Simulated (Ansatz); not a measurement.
Relaxation of a periodic cell of 63 atoms, C (host C, host structure diamond, one C atom removed), cell charge -1, to a largest force component of 0.03 eV/Å in at most 60 steps.

These are results of Ansatz 0.2.0, DFT PBE, scalar-relativistic, plane waves, PAW, not measurements. Settings: PAW set soft_1, cutoff 420 eV, k mesh 2x2x2, fermi-dirac smearing 0.02 eV, spin collinear.

```xyz
63
Lattice="7.1400 0.0000 0.0000 0.0000 7.1400 0.0000 0.0000 0.0000 7.1400" Properties=species:S:1:pos:R:3:forces:R:3
C 4.463 -0.892 -0.892 1.38 -1.38 -1.38
C 4.463 0.892 0.892 1.38 1.38 1.38
C 5.355 1.785 0.000 -0.71 -0.71 0.07
C 6.247 2.678 0.892 0.10 0.10 0.00
C 5.355 0.000 1.785 -0.71 0.07 -0.71
C 6.247 0.892 2.678 0.10 0.00 0.10
C 0.000 0.000 0.000 0.00 0.00 0.00
C 0.892 0.892 0.892 0.01 0.06 0.06
C 1.785 1.785 0.000 0.71 -0.71 -0.07
C 2.678 2.678 0.892 -0.06 -0.01 0.06
C 3.570 3.570 0.000 0.00 0.00 0.00
C 4.463 4.463 0.892 0.06 0.01 0.06
C 5.355 5.355 0.000 -0.71 0.71 -0.07
C 6.247 6.247 0.892 -0.01 -0.06 0.06
C 1.785 0.000 1.785 0.71 -0.07 -0.71
C 2.678 0.892 2.678 -0.06 0.06 -0.01
C 3.570 1.785 1.785 0.07 -0.71 -0.71
C 4.463 2.678 2.678 0.00 0.10 0.10
C 5.355 3.570 1.785 -0.06 -0.08 -0.06
C 6.247 4.463 2.678 -0.02 0.02 -0.02
C 3.570 0.000 3.570 0.00 0.00 0.00
C 4.463 0.892 4.463 0.06 0.06 0.01
C 5.355 1.785 3.570 -0.06 -0.06 -0.08
C 6.247 2.678 4.463 -0.02 -0.02 0.02
C 5.355 0.000 5.355 -0.71 -0.07 0.71
C 6.247 0.892 6.247 -0.01 0.06 -0.06
C 0.000 3.570 0.000 0.00 0.00 0.00
C 0.892 4.463 0.892 -0.10 -0.10 0.00
C 1.785 5.355 0.000 0.71 0.71 0.07
C 2.678 6.247 0.892 -1.38 -1.38 1.38
C 0.000 1.785 1.785 -0.08 -0.06 -0.06
C 0.892 2.678 2.678 0.02 -0.02 -0.02
C 1.785 3.570 1.785 0.06 0.08 -0.06
C 2.678 4.463 2.678 0.00 -0.10 0.10
C 3.570 5.355 1.785 -0.07 0.71 -0.71
C 4.463 6.247 2.678 0.06 -0.06 -0.01
C 0.000 0.000 3.570 0.00 0.00 0.00
C 0.892 0.892 4.463 -0.10 0.00 -0.10
C 1.785 1.785 3.570 0.06 -0.06 0.08
C 2.678 2.678 4.463 0.00 0.10 -0.10
C 3.570 3.570 3.570 0.00 0.00 0.00
C 4.463 4.463 4.463 0.00 -0.10 -0.10
C 5.355 5.355 3.570 -0.06 0.06 0.08
C 6.247 6.247 4.463 0.10 0.00 -0.10
C 1.785 0.000 5.355 0.71 0.07 0.71
C 2.678 0.892 6.247 -1.38 1.38 -1.38
C 3.570 1.785 5.355 -0.07 -0.71 0.71
C 4.463 2.678 6.247 0.06 -0.01 -0.06
C 5.355 3.570 5.355 -0.06 0.08 0.06
C 6.247 4.463 6.247 0.10 -0.10 0.00
C 0.000 5.355 1.785 0.08 0.06 -0.06
C 0.892 6.247 2.678 -0.10 0.00 0.10
C 0.000 3.570 3.570 0.00 0.00 0.00
C 0.892 4.463 4.463 0.02 0.02 0.02
C 1.785 5.355 3.570 0.06 0.06 -0.08
C 2.678 6.247 4.463 -0.06 -0.06 0.01
C 0.000 1.785 5.355 0.08 -0.06 0.06
C 0.892 2.678 6.247 -0.10 0.10 0.00
C 1.785 3.570 5.355 0.06 -0.08 0.06
C 2.678 4.463 6.247 -0.06 0.01 -0.06
C 3.570 5.355 5.355 0.07 0.71 0.71
C 0.000 5.355 5.355 -0.08 0.06 0.06
C 0.892 6.247 6.247 0.01 -0.06 -0.06
```

**Question.** Where does it end, and by what steps?

**Answer.** The forces met the threshold. Limits of this set-up: charged cell in a uniform background, uncorrected. After 3 steps the energy has fallen by 0.573 eV; C1 moved furthest, 0.10 Å.

| step | energy less start (eV) | largest force component (eV/Å) | accepted |
| --- | --- | --- | --- |
| 0 | 0.0000 | 1.375 | yes |
| 1 | -0.4503 | 0.495 | yes |
| 2 | -0.5703 | 0.070 | yes |
| 3 | -0.5731 | 0.011 | yes |

```xyz
63
Lattice="7.1400 0.0000 0.0000 0.0000 7.1400 0.0000 0.0000 0.0000 7.1400" Properties=species:S:1:pos:R:3
C 4.522 -0.952 -0.952
C 4.522 0.952 0.952
C 5.347 1.777 0.008
C 6.253 2.683 0.890
C 5.347 0.008 1.777
C 6.253 0.890 2.683
C 0.000 0.000 0.000
C 0.898 0.889 0.889
C 1.793 1.777 -0.008
C 2.681 2.672 0.889
C 3.570 3.570 0.000
C 4.459 4.468 0.889
C 5.347 5.363 -0.008
C 6.242 6.251 0.889
C 1.793 -0.008 1.777
C 2.681 0.889 2.672
C 3.578 1.777 1.777
C 4.460 2.683 2.683
C 5.353 3.573 1.783
C 6.246 4.464 2.676
C 3.570 0.000 3.570
C 4.459 0.889 4.468
C 5.353 1.783 3.573
C 6.246 2.676 4.464
C 5.347 -0.008 5.363
C 6.242 0.889 6.251
C 0.000 3.570 0.000
C 0.887 4.457 0.890
C 1.793 5.363 0.008
C 2.618 6.188 0.952
C 0.003 1.783 1.783
C 0.894 2.676 2.676
C 1.787 3.567 1.783
C 2.680 4.457 2.683
C 3.562 5.363 1.777
C 4.459 6.251 2.672
C 0.000 0.000 3.570
C 0.887 0.890 4.457
C 1.787 1.783 3.567
C 2.680 2.683 4.457
C 3.570 3.570 3.570
C 4.460 4.457 4.457
C 5.353 5.357 3.567
C 6.253 6.250 4.457
C 1.793 0.008 5.363
C 2.618 0.952 6.188
C 3.562 1.777 5.363
C 4.459 2.672 6.251
C 5.353 3.567 5.357
C 6.253 4.457 6.250
C -0.003 5.357 1.783
C 0.887 6.250 2.683
C 0.000 3.570 3.570
C 0.894 4.464 4.464
C 1.787 5.357 3.573
C 2.681 6.251 4.468
C -0.003 1.783 5.357
C 0.887 2.683 6.250
C 1.787 3.573 5.357
C 2.681 4.468 6.251
C 3.578 5.363 5.363
C 0.003 5.357 5.357
C 0.898 6.251 6.251
```

The run took 9.4 s on 4 threads of AMD EPYC 9R45 96-Core Processor (Zen 5), on a shared host, peak memory 1.7 GiB.
